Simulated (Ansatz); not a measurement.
`CC(=O)CC(=O)C(C)C` and `CC(=O)C(C)C` differ in one atom or group.

Ansatz, PBE0-D4/def2-TZVP geometries, multiplicity 1. Each molecule was computed in one conformer, which needn't be the lowest.

```json
{"property": "HOMO–LUMO gap (ωB97M-V/def2-TZVPP) / eV", "`CC(=O)CC(=O)C(C)C`": "10.69"}
{"property": "HOMO–LUMO gap (PBE/def2-TZVPP) / eV", "`CC(=O)CC(=O)C(C)C`": "3.45"}
{"property": "size of the dipole moment (ωB97M-V/def2-TZVPP) / D", "`CC(=O)CC(=O)C(C)C`": "1.56"}
{"property": "HOMO energy (PBE0/def2-TZVPP) / eV", "`CC(=O)CC(=O)C(C)C`": "-7.29"}
{"property": "LUMO energy (PBE0/def2-TZVPP) / eV", "`CC(=O)CC(=O)C(C)C`": "-1.22"}
{"property": "HOMO energy (ωB97M-V/def2-TZVPP) / eV", "`CC(=O)CC(=O)C(C)C`": "-9.67"}
```

Q: What does the change do to each property? (An estimate is asked.)

A: Computed: 
```csv
property,`CC(=O)C(C)C`,shift
HOMO–LUMO gap (ωB97M-V/def2-TZVPP) / eV,11.42,0.73
HOMO–LUMO gap (PBE/def2-TZVPP) / eV,3.97,0.52
size of the dipole moment (ωB97M-V/def2-TZVPP) / D,2.97,1.41
HOMO energy (PBE0/def2-TZVPP) / eV,-7.02,0.27
LUMO energy (PBE0/def2-TZVPP) / eV,-0.28,0.94
HOMO energy (ωB97M-V/def2-TZVPP) / eV,-9.42,0.25
```

With PBE0 the HOMO rises by 0.27 eV and the LUMO rises by 0.94 eV, so the gap widens by about 0.67 eV. PBE moves the HOMO by 0.31 eV and ωB97M-V by 0.25 eV. Dipoles are sizes alone; their direction can turn.
